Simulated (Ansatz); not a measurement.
`COC1=NC1` + H₂Te → `[TeH]C1=NC1` + CH₃OH at 500 K and 1 bar (substitution at a C–O bond).

Calculated with Ansatz (gas phase, PBE0-D4/def2-TZVP geometries, no zero-point term in ΔE). CCSD(T)/CBS adds triple-zeta CCSD(T) − MP2 to the extrapolated MP2 energy (def2 sets, frozen cores). This one scheme is used for every species. Elements past krypton have def2 core potentials. For Te outer-core shells are correlated without core-valence functions, which leaves a few kJ/mol of doubt a bond.

```json
{"species": "`COC1=NC1`", "CCSD(T)/CBS energy (Eh)": "-246.94586", "H − E (kJ/mol)": "245.0", "S (J/(mol·K))": "357.4"}
{"species": "H₂Te", "CCSD(T)/CBS energy (Eh)": "-268.91024", "H − E (kJ/mol)": "48.9", "S (J/(mol·K))": "247.6"}
{"species": "`[TeH]C1=NC1`", "CCSD(T)/CBS energy (Eh)": "-400.24331", "H − E (kJ/mol)": "144.8", "S (J/(mol·K))": "354.9"}
{"species": "CH₃OH", "CCSD(T)/CBS energy (Eh)": "-115.61712", "H − E (kJ/mol)": "157.0", "S (J/(mol·K))": "265.4"}
```

H − E and S are ideal-gas, rigid-rotor, harmonic terms from PBE0-D4/def2-TZVP. 1 Eh = 2625.50 kJ/mol, R = 8.31446 J/(mol·K).

Task: By hand: ΔE, ΔH, ΔS and ΔG.

Result: ΔE = (-400.24331) + (-115.61712) − (-246.94586) − (-268.91024) = -0.00433 Eh = -11.4 kJ/mol. Δ(H − E) = 144.8 + 157.0 − 245.0 − 48.9 = 7.9, so ΔH = -3.5 kJ/mol. ΔS = 354.9 + 265.4 − 357.4 − 247.6 = 15.3 J/(mol·K). ΔG = -3.5 − 500 × (15.3)/1000 = -11.2 kJ/mol.

Task: By hand: the equilibrium constant, and the temperature at which ΔG would vanish if ΔH and ΔS stayed fixed.

Result: log₁₀ K = −ΔG/(RT ln 10) = 1.2. ΔH and −TΔS have one sign here, so there is no such temperature. One of them is within its doubt of zero, so this could turn.

TΔS isn't small against ΔH here. A doubt of 5 kJ/mol in ΔE shifts log₁₀ K by 0.5 here. These are equilibria of isolated gas molecules and say nothing of rates. Largest T1 diagnostic: 0.013 (customary marks: 0.02 for closed shells, 0.045 for open ones).
